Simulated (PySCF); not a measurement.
Species: C8H10NP.
Bonds: C1–C2 (double), C2–C3, C2–P4, P4–C5, C5–C6 (aromatic), C6–C7 (aromatic), C7–N8 (aromatic), N8–C9 (aromatic), C9–C10 (aromatic), C5–C10 (aromatic). Hydrogens: H11, H12 on C1; H13, H14, H15 on C3; H16 on P4; H17 on C6; H18 on C7; H19 on C9; H20 on C10.

NICS = −σ at a ghost point: NICS(0) at the centroid of the ring atoms, NICS(1) 1 Å to either side along the normal of their mean plane, zz for the tensor component along that normal. Level: GIAO CAM-B3LYP/pcSseg-1 (PySCF, non-relativistic, gas phase) on the PBE0-D3(BJ)/def2-SVP geometry, one conformer.

Ring bond lengths (Å): C5–C6 1.399, C6–C7 1.395, C7–N8 1.330, N8–C9 1.331, C9–C10 1.393, C10–C5 1.400.

Problem. What do the NICS probes read (ppm)?

Solution. 
```
              ring                                               type  NICS(0)  NICS(1), two faces  NICS(1)zz, two faces  rms pucker (Å)  centre to ring atoms, mean (Å)
C5–C6–C7–N8–C9–C10  6-membered ring with N; formal bonds all aromatic     -6.5       -10.7 / -10.6         -26.9 / -27.0            0.00                            1.37
```

Problem. What can be read from them?

Solution. 
- C5–C6–C7–N8–C9–C10: mean NICS(1)zz -26.9 ppm, shielded. For a flat ring without four-coordinate atoms the NICS criterion counts such a value as aromatic.

Problem. How equal are the bonds by HOMA? HOMA = 1 − mean of α(R − Ropt)² over the ring bonds, with Krygowski's 1993 parameters (CC: Ropt 1.388 Å, α 257.7 Å⁻²; CN: Ropt 1.334 Å, α 93.52 Å⁻²).

Solution. 
- C5–C6–C7–N8–C9–C10: HOMA 0.99; the largest term is that of C10–C5, α(R − Ropt)² = 0.04. The geometric and the magnetic index point the same way.

Problem. At the second NICS(1) probe listed for ring C5–C6–C7–N8–C9–C10, 1 Å off the ring, what do the in-plane components average?

Solution. The isotropic value is a third of the trace: (3 × -10.6 − (-27.0))/2 = -2.4 ppm.

Problem. Give the inner angles of the rings.

Solution. 
- C5–C6–C7–N8–C9–C10: C5 117.1°, C6 119.0°, C7 123.8°, N8 117.1°, C9 123.9°, C10 119.0°; sum 720.0° against 720° for a flat convex ring.

Problem. How do the values depend on the level or the medium?

Solution. 
| level | NICS(0), C5–C6–C7–N8–C9–C10 | mean NICS(1)zz, C5–C6–C7–N8–C9–C10 |
| --- | --- | --- |
| CAM-B3LYP/pcSseg-1, gas | -6.5 | -26.9 |
| PBE0/pcSseg-1, gas | -6.5 | -26.6 |
| PBE0/pcSseg-1, IEF-PCM benzene | -6.4 | -26.6 |
| PBE0/pcSseg-1, IEF-PCM dimethylsulfoxide | -6.2 | -26.5 |

The geometry is the same throughout; the continuum's cavity takes Bondi-type radii × 1.2.

The run took 64 s wall on one thread of an Arm Neoverse V2, shared host with 96 logical CPUs at a one-minute load of 70, and the process peaked at 1.4 GiB of memory. This is the whole shielding run at CAM-B3LYP/pcSseg-1, SCF included.

Conformer computed: `[CH2:1]=[C:2]([CH3:3])[PH:4][c:5]1[cH:6][cH:7][n:8][cH:9][cH:10]1`: C1–C2–P4–C5 123°, C2–P4–C5–C6 132°.
